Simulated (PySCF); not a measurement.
All values below come from PySCF with PBE-D3(BJ)/def2-TZVP // B3LYP-D3(BJ)/def2-TZVP. Isolated molecules, 0 K electronic values unless said otherwise. One relaxed conformer stands for a flexible species; it need not be the lowest. 

Reference species (SMILES): `C[Si](=C)[SiH3]` (neutral, multiplicity 1).

The LUMO comes out as -1.92 eV and the HOMO is -5.35 eV. The HOMO–LUMO gap is 3.42 eV.

Changed species: `[SiH2]=[SiH]CC` (C–C–Si–Si torsion 20°).

Task: What does the change do to the LUMO, HOMO and HOMO–LUMO gap?

Result: the LUMO falls by 0.54 eV, to -2.46 eV; the HOMO rises by 0.37 eV, to -4.98 eV; the HOMO–LUMO gap falls by 0.90 eV, to 2.52 eV.
